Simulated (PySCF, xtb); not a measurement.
CH₈FNSi₂, SMILES F[Si@@H]([SiH2]C)N.

xtb with GFN2-xTB at its own geometry gives an orbital gap of 4.58 eV and a dipole moment of 1.99 D.

The structure is a stationary point at B3LYP-D3(BJ)/def2-SVP. The structure was generated by enumeration; whether it is a known compound was not checked. Other conformers were not sampled.

**Question.** What does PySCF with B3LYP/def2-TZVP give? (Estimate from the structure and the level; the computed values follow.)

**Answer.** gap 7.41 eV (levels -7.64 and -0.22 eV), dipole 2.30 D.
